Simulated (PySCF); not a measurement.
# Electronic structure of P⁺ (phosphorus, charge +1) at the TPSS level

Configuration: [Ne] 3s2 3p2, high-spin 3P determinant. Calculation: PySCF 2.14, in aug-cc-pVDZ-DK (5s4p2d, 27 functions); the spin-free X2C one-electron Hamiltonian (Gaussian nucleus).

```json
{
  "Total energy": "-341.7153 hartree",
  "One-electron energy": "-466.8554 hartree",
  "Hartree (Coulomb) energy": "148.1251 hartree",
  "Exchange-correlation energy": "-22.9850 hartree",
  "⟨S²⟩": "2.0040",
  "⟨L²⟩": "2.014",
  "Sum of ⟨r⟩": "12.04 bohr",
  "Sum of ⟨r²⟩": "20.68 bohr²",
  "Traceless quadrupole moment −½Σ⟨3z² − r²⟩ along its main axis": "1.99 e·bohr²",
  "Langevin diamagnetic susceptibility": "-16.4 ×10⁻⁶ cm³/mol"
}
```

```json
{"shell": "1s α", "electrons": "1", "mean orbital energy (eV)": "-2102.5", "spread (eV)": "0", "rms radius, mean of both spins (bohr)": "0.120"}
{"shell": "1s β", "electrons": "1", "mean orbital energy (eV)": "-2102.3", "spread (eV)": "0", "rms radius, mean of both spins (bohr)": "0.120"}
{"shell": "2s α", "electrons": "1", "mean orbital energy (eV)": "-186.23", "spread (eV)": "0", "rms radius, mean of both spins (bohr)": "0.565"}
{"shell": "2s β", "electrons": "1", "mean orbital energy (eV)": "-185.99", "spread (eV)": "0", "rms radius, mean of both spins (bohr)": "0.565"}
{"shell": "2p α", "electrons": "3", "mean orbital energy (eV)": "-135.80", "spread (eV)": "0.266", "rms radius, mean of both spins (bohr)": "0.543"}
{"shell": "2p β", "electrons": "3", "mean orbital energy (eV)": "-135.46", "spread (eV)": "0.577", "rms radius, mean of both spins (bohr)": "0.543"}
{"shell": "3s α", "electrons": "1", "mean orbital energy (eV)": "-24.378", "spread (eV)": "0", "rms radius, mean of both spins (bohr)": "1.97"}
{"shell": "3s β", "electrons": "1", "mean orbital energy (eV)": "-21.940", "spread (eV)": "0", "rms radius, mean of both spins (bohr)": "1.97"}
{"shell": "3p α", "electrons": "2", "mean orbital energy (eV)": "-15.156", "spread (eV)": "0", "rms radius, mean of both spins (bohr)": "2.29"}
```

Densities and radii are taken from the X2C orbitals without a picture-change correction, which distorts them close to the nucleus.
